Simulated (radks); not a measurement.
Results of a calculation; reference values are marked as such.
Problem. Rb XII, 26 electrons, occupied as [Ar] 3d7.75 4p0.25 (fractional occupations, a model configuration). Level of theory: Dirac Kohn-Sham, BP86, spin-unpolarised, spherical densities, finite nucleus; open shells are shared between the two j in proportion to 2j + 1; Fermi nuclear charge, rms radius 4.2036 fm (a radial shooting solver on a logarithmic mesh with Libxc functionals). Some entries of the table are withheld. Estimate them.

orbital,occ.,eigenvalue (eV),<r> (bohr),<r^2> (bohr^2)
1s1/2,2,(1),0.04029,0.002187
2s1/2,2,-2268.665,(2),0.03713
2p1/2,2,-2082.642,0.1521,0.02837
2p3/2,4,-2021.713,0.1561,0.02978
3s1/2,2,-537.7802,(3),(4)
3p1/2,2,-470.8819,0.4923,0.2816
3p3/2,4,-460.9644,0.5013,0.2918
3d3/2,3.1,(5),0.4802,0.2757
3d5/2,4.65,(6),0.4830,0.2788
4p1/2,0.0833333,-187.4669,1.174,(7)
4p3/2,0.166667,-185.1871,1.189,(8)

Solution. 
(1) 1s1/2 eigenvalue (eV): -15294.90
(2) 2s1/2 <r> (bohr): 0.1773
(3) 3s1/2 <r> (bohr): 0.4960
(4) 3s1/2 <r^2> (bohr^2): 0.2816
(5) 3d3/2 eigenvalue (eV): -344.9535
(6) 3d5/2 eigenvalue (eV): -343.1493
(7) 4p1/2 <r^2> (bohr^2): 1.555
(8) 4p3/2 <r^2> (bohr^2): 1.593
